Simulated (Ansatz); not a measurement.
# One elementary step

Start structure (Si$_{2}$H$_{6}$OF$_{4}$, singlet), relaxed at PBE0-D4/def2-TZVP:

```
atom    x (Å)    y (Å)    z (Å)
 Si1  -1.3884   0.5527  -0.0996
 Si2  -0.2676   0.0300  -2.0735
  F3  -2.1704  -0.6452   0.5689
  F4  -2.4623   1.6958  -0.3372
  F5  -0.4344   1.1505   1.0399
  H6   1.1244  -1.1229   1.0420
  F7   0.7582  -1.4447   0.2160
  H8   2.4562  -0.0756   2.4224
  O9   1.5494  -0.3856   2.3606
 H10   1.1420   0.4743  -1.9602
 H11  -0.3690  -1.4204  -2.3458
 H12  -0.9268   0.7918  -3.1680
 H13   0.9887   0.3993   2.3344
```

The step: Si₂H₃F₃ ([F][Si]([F])([F])[SiH3]) + H₂O + HF → SiF₄ ([F][Si]([F])([F])[F]) + SiH₄ + H₂O; bonds formed: Si1–F7, Si2–H8, H6–O9; bonds broken: Si1–Si2, H6–F7, H8–O9. Program: Ansatz 0.2.0. Basis: def2-TZVPP and def2-QZVPP. Cores are frozen in the correlated methods. Extrapolation: Hartree–Fock as exp(−7.88 √X), correlation as X^−2.97. Energies below are by CCSD(T) at an estimated basis limit (MP2 extrapolated from triple and quadruple zeta, plus CCSD(T) − MP2 in triple zeta).

Problem. What are the electronic barrier and the energy of the step, from the start structure to the end structure? (To be estimated.)

Solution. By the calculation: Barrier 39.83 kcal/mol; step energy -27.23 kcal/mol (downhill); reverse barrier, their difference, 67.06 kcal/mol. Barrier and step energy count from the start structure, the reverse barrier from the end structure.

The saddle point: One imaginary mode of 612i cm⁻¹.
```
   pair  start (Å)  saddle (Å)  end (Å)
 Si1–F7       2.95        1.71     1.57
 Si2–H8       5.26        1.97     1.49
  H6–O9       1.57        1.00     0.96
Si1–Si2       2.33        2.51     4.47
  H6–F7       0.96        1.67     3.24
  H8–O9       0.96        1.16     3.01
```

Zero-point energy (harmonic, PBE0-D4): ZPE is 45.05 kcal/mol at the start and 43.60 kcal/mol at the saddle, so the barrier goes from 39.83 to 38.38 kcal/mol.

No T1 diagnostic of these runs exceeds 0.013.

Labels in which every atom is bracketed show which atoms are joined, not bond orders.

For scale, one of the runs: CCSD(T)/def2-TZVPP, 323 basis functions, launched by `ansatz run in.yaml --threads 4 --pin off --events-out ev --progress --plain --max-ram 66560MiB --backend cuda --devices 0, --max-vram 37GiB`. Hardware: 4 CPU threads of an AMD EPYC 7R13 and a share of one NVIDIA H100, shared host. Wall time 16 s; peak host memory 0.84 GiB.
